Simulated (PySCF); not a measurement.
Problem. Write Cartesian coordinates for `C1CC[Se]CC1` as optimised with PBE0-D3(BJ)/def2-SVP.

Solution. 
```xyz
16
C5H10Se angstrom
C     -0.0363    1.1398    0.4377
C      1.1176    0.1718    0.7245
C      1.4680   -0.7131   -0.4596
Se     0.0600   -2.0424   -0.7883
C     -1.4220   -0.9172   -0.1597
C     -1.1500    0.5512   -0.4369
H     -0.4566    1.4762    1.4000
H      0.3542    2.0456   -0.0546
H      2.0073    0.7463    1.0329
H      0.8646   -0.4789    1.5782
H      2.3837   -1.2926   -0.2751
H      1.6250   -0.1191   -1.3736
H     -2.3095   -1.2731   -0.7020
H     -1.5877   -1.1015    0.9132
H     -2.0756    1.1329   -0.2892
H     -0.8922    0.6582   -1.5039
```

Any rigid rotation of these coordinates is as good. Atoms count from 1 in this order. The 6-membered ring C1–C2–C3–Se4–C5–C6 has internal angles of 95.7° to 114.3°; it is puckered, 0.34 Å rms from its mean plane, widest ring torsion 71°. Of the pairs four or more bonds apart, C5···H10 is among the closest relative to their van der Waals radii: 2.91 Å, 100 % of the sum of Bondi's values.

Bonds between heavy atoms (Å): C1–C2 1.533, C2–C3 1.519, C3–Se4 1.964, Se4–C5 1.964, C5–C6 1.519, C1–C6 1.534.

Method used: PySCF, PBE0-D3(BJ)/def2-SVP geometry optimisation, gas phase.

Point group: C2 (tolerance 0.08 Å). Not checked by PBE0-D3(BJ)/def2-SVP frequencies. The numbers are those of one conformer (C6–C1–C2–C3 38°, C1–C2–C3–Se4 -71°, C2–C3–Se4–C5 31°, C3–Se4–C5–C6 32°).

Hardware: Arm Neoverse V1, one thread, no GPU, shared host. Cost: 55 s wall, 0.60 GiB resident at most. That covers the optimisation of the geometry.
